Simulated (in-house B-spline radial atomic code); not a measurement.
Values are calculated unless marked as measured or tabulated.
# K in an electron gas of r_s = 3: phase shifts, screening, friction and resistivity

A nucleus sits in a uniform electron gas with a rigid positive background. The Kohn-Sham equations are solved self-consistently in the spin-unpolarised LDA (PW92), non-relativistic, on B-splines with outgoing waves at the boundary and partial waves to l = 8. The model has no lattice, no bands and no magnetic solution. Atomic units; δ_l are the phase shifts at the Fermi level, counted so that each bound state adds π, and good to about 0.0005.

The density parameter is r_s = 3 bohr, near that of the valence electrons of Ag (1 per atom, density 10.5 g/cm³, mass 107.87 u, which gives r_s = 3.02).

```tsv
l	δ_l (rad)
0	8.9527
1	6.2237
2	0.4471
3	0.0009
4	-0.0021
5	-0.0001
6	-0.0001
7	0.0000
8	-0.0001
```

Bound levels below the band bottom (hartree): s -128.1, s -12.56, p -10, s -1.025, p -0.4418.

(1) Check the Friedel sum rule, and say where the screening charge sits.

(2) Find the transport cross section and the electronic stopping of a 10 keV K ion (mass 39.1 u).

(3) What residual resistivity would 1 atomic per cent of such centres give in Ag?

(4) On a substitutional site the background of one host ion, a sphere holding 1 charge, is taken out. The phase shifts for l = 0 to 4 become 8.7450, 6.1024, 0.2378, 0.0063, -0.0011. What follows?

## Answers

(1) k_F = (9π/4)^(1/3)/r_s = 0.63972. The rule is Z = (2/π) Σ (2l + 1) δ_l. The terms are s 5.699, p 11.886, d 1.423, f 0.004 and -0.015 beyond, in all 18.998 against Z = 19. Bound states hold 6 s, 12 p, 0 d electrons, so the scattering states carry 1.00 in all; where a term is smaller than its bound count, the bound level has drawn weight out of the band.

(2) σ_tr = (4π/k_F²) Σ (l + 1) sin²(δ_l − δ_(l+1)). The terms for l = 0 to 3 are 0.1608, 0.4708, 0.5587, 0.0000, all together 1.1904, so σ_tr = 30.707 × 1.1904 = 36.552 bohr². With n = 3/(4π r_s³) = 0.008842, the friction coefficient is Q = n k_F σ_tr = 0.2067. For v well below v_F = 0.640, dE/dx = Q v; with 24801 eV per u at v = 1, v = √(10000/(24801 × 39.1)) = 0.1015, so dE/dx = 0.02100 hartree/bohr = 10.8 eV/nm. The largest term couples the d and f waves.

(3) Δρ = k_F n_i σ_tr/n in atomic units of 21.74 μΩ·cm. With one host atom per 1 electron, n_i/n = 0.01/1, so Δρ = 0.6397 × 0.01000 × 36.552 × 21.74 = 5.08 μΩ·cm. This is an atom added to the gas, as on an interstitial site.

(4) The Friedel sum is now 18.00, for Z − 1 = 18. The sum in σ_tr is 0.7176, so σ_tr = 22.03 bohr² and Δρ = 3.06 μΩ·cm per atomic per cent, 0.60 times the value above. A real host ion scatters too, so this model doesn't give zero even for the host's own atom.
